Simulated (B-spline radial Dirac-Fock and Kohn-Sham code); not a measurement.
## The K (1s) hole of cobalt ions: width and yield against charge

Level of theory: a relativistic independent-particle model: LDA orbitals of the hole state, radiative multipoles to third order, Auger rates from the Coulomb interaction with a continuum orbital, Dirac-Fock energies; an atomic code on a B-spline grid. Tabulated ground configurations, configuration averages; single configurations, so decays that open only by mixing (as 1s 2s² with 1s 2p² in Be-like ions) are missing and such tiny yields are far too low.

| ion | configuration | radiative (eV) | non-radiative (eV) | yield |
| --- | --- | --- | --- | --- |
| Co | [Ar] 3d7 4s2 | 0.486 | 0.780 | 0.384 |
| Co⁺ | [Ar] 3d8 | 0.485 | 0.775 | 0.385 |
| Co²⁺ | [Ar] 3d7 | 0.486 | 0.778 | 0.384 |
| Co³⁺ | [Ar] 3d6 | 0.487 | 0.783 | 0.384 |
| Co⁴⁺ | [Ar] 3d5 | 0.489 | 0.788 | 0.383 |
| Co⁵⁺ | [Ar] 3d4 | 0.491 | 0.794 | 0.382 |
| Co⁶⁺ | [Ar] 3d3 | 0.494 | 0.802 | 0.381 |
| Co⁷⁺ | [Ar] 3d2 | 0.497 | 0.810 | 0.380 |
| Co⁸⁺ | [Ar] 3d1 | 0.500 | 0.819 | 0.379 |
| Co⁹⁺ | [Ne] 3s2 3p6 | 0.504 | 0.828 | 0.378 |
| Co¹⁰⁺ | [Ne] 3s2 3p5 | 0.497 | 0.811 | 0.380 |
| Co¹¹⁺ | [Ne] 3s2 3p4 | 0.488 | 0.792 | 0.382 |
| Co¹²⁺ | [Ne] 3s2 3p3 | 0.479 | 0.771 | 0.383 |
| Co¹³⁺ | [Ne] 3s2 3p2 | 0.469 | 0.749 | 0.385 |
| Co¹⁴⁺ | [Ne] 3s2 3p1 | 0.458 | 0.726 | 0.387 |
| Co¹⁵⁺ | [Ne] 3s2 | 0.446 | 0.701 | 0.389 |
| Co¹⁷⁺ | [He] 2s2 2p6 | 0.451 | 0.661 | 0.406 |
| Co¹⁸⁺ | [He] 2s2 2p5 | 0.390 | 0.514 | 0.431 |
| Co¹⁹⁺ | [He] 2s2 2p4 | 0.323 | 0.380 | 0.459 |
| Co²⁰⁺ | [He] 2s2 2p3 | 0.251 | 0.264 | 0.488 |
| Co²¹⁺ | [He] 2s2 2p2 | 0.173 | 0.169 | 0.505 |
| Co²²⁺ | [He] 2s2 2p1 | 0.0894 | 0.102 | 0.466 |
| Co²³⁺ | [He] 2s2 | 2.88e-07 | 0.0682 | 4.23e-06 |

Values without a named source are computed, but for edge energies of neutral atoms, which are taken from tables.
